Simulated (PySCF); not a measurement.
**HGeN + 2 H₂O → Ge(OH)₂ + NH₃**

Level: PBE0 in the def2-TZVP basis family, all electrons, no relativity, computed in PySCF with density fitting; open shells unrestricted.

```json
{"species": "HGeN", "state and structure": "singlet, C∞v, Ge–H 1.520 Å, Ge–N 1.628 Å; H–Ge–N 180.0°", "ZPE (kJ/mol)": "23.6", "H(298 K) − H(0) (kJ/mol)": "10.6", "S° (J/(mol K))": "233.4"}
{"species": "H₂O", "state and structure": "singlet, C2v, O–H 0.960 Å (×2); H–O–H 105.1°", "ZPE (kJ/mol)": "56.5", "H(298 K) − H(0) (kJ/mol)": "9.9", "S° (J/(mol K))": "188.7"}
{"species": "Ge(OH)₂", "state and structure": "singlet, C2v, Ge–O 1.790 Å (×2), O–H 0.961 Å (×2); Ge–O–H 118.8° (×2), O–Ge–O 102.4°", "ZPE (kJ/mol)": "69.4", "H(298 K) − H(0) (kJ/mol)": "14.1", "S° (J/(mol K))": "282.0"}
{"species": "NH₃", "state and structure": "singlet, C3v, N–H 1.013 Å (×3); H–N–H 107.1° (×3)", "ZPE (kJ/mol)": "90.6", "H(298 K) − H(0) (kJ/mol)": "10.0", "S° (J/(mol K))": "192.4"}
```

(1) Is the gas-phase reaction uphill or downhill in electronic energy at this level, and by how much?

(2) Add zero-point, thermal and entropy terms for 298.15 K and 1 bar.

Answers

(1) At PBE0/def2-TZVP, ΔE = -510.6 kJ/mol, downhill. 

(2) ΔZPE = 23.4 and Δ[H(298) − H(0)] = -6.3 kJ/mol give ΔH° = -493.5 kJ/mol. ΔS° = -136.4 J/(mol K), so ΔG° = -493.5 − 298.15 × (-0.1364) = -453 kJ/mol.

Each species is the lowest minimum found with this bonding; other isomers or fragments can lie lower.
